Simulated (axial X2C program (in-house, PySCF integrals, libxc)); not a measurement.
## What spin–orbit coupling does to OsB

All values were computed with an in-house all-electron X2C program for linear molecules (integrals from PySCF). Spin-free means the one-electron spin-free X2C Hamiltonian; two-component (2c) means X2C with spin–orbit coupling and atomic mean-field two-electron Coulomb and Gaunt terms, so the difference of the two also holds small scalar two-electron terms. Basis: Os dyall-cv3z [13s14p9d6f4g], B dyall-v3z [7s6p2d1f] (cores contracted in-house); Gaussian nuclei, density fitting, unrestricted open shells. Masses: Os 191.961 u, B 11.009 u.

Spin-free state: M_S = 3/2, Λ = 0 (beyond evenly filled blocks: σα, δ+α, δ-α); fragments Os + B.

```tsv
level	Re (Å)	ωe (cm⁻¹)	De (eV)	μ (D)
HF	1.797	834.4	1.548	-2.60
CCSD	1.771	960.2	3.833	n/a
CCSD(T)	1.775	958.1	4.221	n/a
r2SCAN	1.779	875.3	5.009	-2.77
```

Correlated methods: 11 electrons correlated (number of frozen shells: Os 5 s, 4 p, 2 d, 1 f; B 1 s), 275 virtual spin orbitals or spinors in MP2, 140 natural virtuals in coupled cluster.

Dipoles are positive if B is the positive end.

Two-component determinant lowest at the distance of the search:

Ω = 3/2 (⟨Sz⟩ = 1.48, ⟨Lz⟩ = 0.02 at HF); fragments Os + B.

```tsv
level	Re (Å)	ωe (cm⁻¹)	De (eV)	μ (D)
HF	1.798	829.8	1.217	-2.59
CCSD	1.773	954.1	3.410	n/a
CCSD(T)	1.777	950.3	3.785	n/a
r2SCAN	1.781	863.9	n/a	-2.76
```

From the two tables, how do the constants change at the CCSD(T) level (2c against spin-free)?

At the CCSD(T) level Re goes up by 0.002 Å and ωe goes down by 7.8 cm⁻¹; De changes by -0.436 eV.

Occupations by symmetry block were frozen at the best pattern of an incomplete PBE0 search. De is counted from the lowest determinant-based energies of the atoms at the same level, without counterpoise correction. De is not given where an atomic determinant may have missed its ground term or J level, or where the truncated virtual space spoils (T). Density functionals use the spin component along the axis (collinear). CCSD and (T) use frozen natural virtuals with an MP2 correction for the truncation; (T) itself is uncorrected, so its De runs slightly low. Other states lie close and PBE0, whose exact exchange favours high spin, may order them wrongly; the determinant shown need not be the ground state. The nearest other spin-free determinant of the search, M_S = 1/2, Λ = 0, lies 0.23 eV up at the distance of the search. The functionals have no current-density term, which raises determinants with orbital currents, atoms included. With several unpaired electrons one determinant need not be a pure state. This is the top spin component of a Σ state; components of lower Ω are not single determinants and can lie lower. The determinant is spin-polarised beyond a pure state at some levels (its spin-free form has ⟨S²⟩ too high), which makes Re and μ there less reliable. The T1 diagnostic is large, a sign of multireference character.
